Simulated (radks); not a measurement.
Values are calculated unless marked as measured or tabulated.
How relativity changes the ionisation of neutral nickel ([Ar] 3d8 4s2) to Ni+ ([Ar] 3d9). Spin-unpolarised spherical Kohn-Sham, PBE, point nucleus unless stated (finite: rms radius 3.7757 fm), a radial shooting solver on a logarithmic mesh with Libxc functionals. A level marked "c x" has the speed of light scaled by that factor and shares open shells by 2j + 1; other Dirac levels either fill j = l - 1/2 first or share by 2j + 1.

level,E(Ni) (hartree),E(Ni+) (hartree),IE (eV),HOMO,<r> HOMO (bohr)
non-rel.,-1507.98452,-1507.77408,5.727,4s,2.849
scalar-rel.,-1520.53719,-1520.30499,6.319,4s,2.807
"scalar-rel., finite nucleus",-1520.53127,-1520.29907,6.318,4s,2.807
"Dirac, 2j+1 shares",-1520.57896,-1520.34676,6.319,4s1/2,2.807
"Dirac, low j first",-1520.58599,-1520.35001,6.421,4s1/2,2.808
"Dirac, 2j+1 shares, finite nucleus",-1520.57304,-1520.34084,6.318,4s1/2,2.807
"Dirac, c x 0.85",-1525.55760,-1525.31681,6.552,4s1/2,2.791
"Dirac, c x 3",-1509.35852,-1509.14570,5.791,4s1/2,2.844
"Dirac, c x 100",-1507.98575,-1507.77531,5.727,4s1/2,2.849

NIST Atomic Spectra Database: 7.640 eV (measured). The relativistic part of the total energy of Ni is -12.59 hartree (Dirac, 2j+1 shares, finite nucleus), 0.83 % of the non-relativistic value. Spin polarisation and multiplet splitting of open shells are left out at every level.

Beside tabulated values, note that spin-unpolarised runs miss the spin-polarisation part of the exchange energy of open shells.
